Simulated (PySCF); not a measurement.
**Computed vibrations of [Yb(OH)3(H2O)]−**

[Yb(OH)3(H2O)]− (singlet in the valence; each metal's 4f electrons, 14 of them, lie in its core potential, out of spins and levels). PySCF 2.14.0, RKS PBE0, Yb lcecp-0-SVP with ECP60, O def2-SVP, H def2-SVP; non-relativistic Hamiltonian with scalar-relativistic core potentials where named; density fitting; no spin-orbit coupling. Central differences of gradients.

```xyz
10

Yb   -0.0301   -0.1440    0.1462
O     1.0427    1.7802    0.6000
H     1.4006    2.5235    1.0864
O    -1.1570   -1.3830    1.5523
H    -1.6877   -1.9178    2.1426
O     0.7003   -0.7122   -1.9038
H     0.9350   -1.2156   -2.6839
O    -0.3264    1.7314   -1.6819
H     0.2935    2.0354   -0.9640
H     0.1384    0.9388   -2.0655
```

Run from Python with OMP_NUM_THREADS=2. Where DIIS fails, smearing, a level shift and second-order steps follow.
It took 4.7 min on 2 threads of Arm Neoverse V1 (shared host).

**Question.** What are the harmonic wavenumbers and infrared intensities?

**Answer.** Negative numbers are unstable modes, those under 60 cm⁻¹ near the noise; a finer grid moves soft modes by up to 10 cm⁻¹.
| cm⁻¹ | km/mol | symmetry |
| --- | --- | --- |
| 77 | 5.0 |  |
| 94 | 7.6 |  |
| 120 | 2.3 |  |
| 163 | 14.6 |  |
| 174 | 72.4 |  |
| 176 | 15.8 |  |
| 183 | 170.8 |  |
| 262 | 28.6 |  |
| 284 | 125.7 |  |
| 329 | 102.4 |  |
| 350 | 13.7 |  |
| 360 | 139.0 |  |
| 422 | 120.5 |  |
| 434 | 43.6 |  |
| 456 | 84.0 |  |
| 788 | 69.9 |  |
| 1045 | 328.8 |  |
| 1051 | 23.5 |  |
| 1724 | 114.2 |  |
| 3290 | 651.9 |  |
| 3295 | 532.2 |  |
| 3970 | 0.8 |  |
| 3970 | 0.5 |  |
| 3977 | 0.1 |  |

**Question.** Is this a minimum?

**Answer.** Yes. Ideal gas at 298.15 K and 1 bar: S = 419.0 J/(mol K), Cp = 146.5 J/(mol K), H − H(0 K) = 29.9 kJ/mol (rigid rotor, harmonic modes, spin degeneracy alone, that of the 4f electrons in the core included).

An lcecp potential fixes the number of 4f electrons, so in runs with it no electron can move into or out of that shell.
